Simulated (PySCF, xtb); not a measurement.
hexafluoroantimonate (F6Sb), SMILES [F][Sb-]([F])([F])([F])([F])[F], charge -1.

GFN2-xTB run with xtb at its own geometry gives an orbital gap of 8.20 eV.

Geometry optimised at B3LYP-D3(BJ)/def2-SVPD. The def2 effective core potentials stand for the cores of Sb; spin–orbit coupling is left out.

Task: What does PBE/def2-SVPD (PySCF) give? (Estimate from the structure and the level; the computed values follow.)

Result: gap 5.13 eV (levels -4.53 and 0.60 eV).
